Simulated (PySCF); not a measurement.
Level of theory: r2SCAN-D4/def2-TZVP (PySCF). Gas-phase values, no solvent. 

Reference species (SMILES): `[Cl][Sn]([Cl])([Cl])[Cl]` (neutral, multiplicity 1).

```yaml
S1 oscillator strength: 0.000
HOMO–LUMO gap: 4.70 eV
LUMO: -4.01 eV
```

Changed species: `[Sn]([Cl])([Cl])([Cl])[OH]` (1 of 4 Cl replaced by OH; the reference has 0 of 4 Cl replaced by OH).

What does the change do to the S1 oscillator strength, HOMO–LUMO gap and LUMO?

the S1 oscillator strength is nearly the same; the HOMO–LUMO gap rises by 0.10 eV, to 4.80 eV; the LUMO increases by 0.39 eV, to -3.62 eV.
